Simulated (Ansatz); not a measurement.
Computed with Ansatz on PBE0-D4/def2-TZVP structures; ΔE is electronic, products minus reactants. CCSD(T)/CBS is the MP2 limit (def2-TZVPP, def2-QZVPP) plus CCSD(T) − MP2 in def2-TZVPP, frozen cores. DFT in def2-TZVPP. B3LYP here is the variant with VWN-RPA as its local correlation; programs differ in this. def2 core potentials past Kr. For In outer-core shells are correlated without core-valence functions, which leaves a few kJ/mol of doubt a bond. Each species was taken in one conformer, which may not be the lowest.

Consider the cleavage of the Si–In bond: `N[SiH2][InH][F]` + `[SiH3]S` → `N[SiH2]S[SiH3]` + `[F][InH2]`.

Q: Is it downhill or uphill in electronic energy at CCSD(T)/CBS, and by how much? (An estimate is asked.)

A: Ansatz gave: Downhill: ΔE = -9.7 kcal/mol.

Q: What do these levels give: PBE-D4, B3LYP-D4, ωB97X-V, ωB97M-V, PBE, r2SCAN, SCS-MP2/def2-TZVPP, CCSD/def2-TZVPP, HF/def2-QZVPP, SCS-MP2/def2-QZVPP, HF/CBS(def2), MP2/CBS(def2)? (Estimate.)

A: Ansatz gave: PBE-D4 -8.2, B3LYP-D4 -8.9, ωB97X-V -10.0, ωB97M-V -10.2, PBE -7.3, r2SCAN -9.6, SCS-MP2/def2-TZVPP -10.6, CCSD/def2-TZVPP -9.6, HF/def2-QZVPP -11.8, SCS-MP2/def2-QZVPP -10.6, HF/CBS(def2) -11.8, MP2/CBS(def2) -10.6 kcal/mol.

Largest T1 diagnostic among the species: 0.016.

The D4 term adds −1.3 kcal/mol with B3LYP and −0.7 kcal/mol with PBE0; it sums over pairs of atoms, weighted by their polarisabilities, and B3LYP, whose exchange is more repulsive, gets the larger term. From PBE to PBE0 (25 % exact exchange), in def2-TZVPP and without D4, ΔE moves by −1.3 kcal/mol. In def2-TZVPP, CCSD(T) changes the Hartree–Fock value by +1.7 kcal/mol (the triples alone add −0.3 kcal/mol) and MP2 by +0.7 kcal/mol.
